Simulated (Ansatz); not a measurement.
Frontier orbitals of C$_{3}$H$_{6}$AlBO.

Cartesian coordinates in Å:
```
O -1.9850 0.2715 -0.0282
C -0.8092 0.0331 -0.5200
B 0.1514 -0.1666 -1.6520
C 1.3723 -0.5638 -0.7185
C 0.4615 0.3563 0.0389
Al -1.3289 0.0972 1.6436
H 0.1522 0.3923 -2.7032
H 2.3521 -0.1680 -0.9772
H 1.4259 -1.5761 -0.3312
H 0.7482 1.2769 0.5487
H -1.3391 -1.3728 2.2062
H -1.2016 1.4200 2.4929
```

The species carries charge 0 and has multiplicity 1. The bonds changed during the relaxation, so this is another structure than the one it started from. All single points use the PBE0-D4/def2-TZVP geometry. Basis def2-TZVPP, Ansatz 0.2.0.

| functional | HOMO (eV) | LUMO (eV) | gap (eV) |
| --- | --- | --- | --- |
| LDA (SPW92) | -6.33 | -2.43 | 3.90 |
| PBE | -6.18 | -2.20 | 3.98 |
| r2SCAN | -6.38 | -1.99 | 4.39 |
| B97M-V | -6.45 | -2.00 | 4.45 |
| PBE0 | -7.34 | -1.29 | 6.05 |
| B3LYP | -7.13 | -1.49 | 5.64 |
| r2SCANh | -6.82 | -1.65 | 5.17 |
| BHLYP | -8.34 | -0.31 | 8.03 |
| LC-ωPBE | -9.92 | 0.88 | 10.80 |
| ωB97M-V | -9.50 | 0.56 | 10.06 |

From PBE to PBE0 the HOMO moves by −1.16 eV and the LUMO by +0.91 eV, and with ωB97M-V by −3.31 and +2.77 eV, so the gap grows from 3.98 to 10.06 eV with exact exchange. A positive LUMO is unbound and depends on the basis.

B3LYP here is the variant with VWN-RPA as its local correlation; programs differ in this. LC-ωPBE has ω = 0.4 bohr⁻¹.
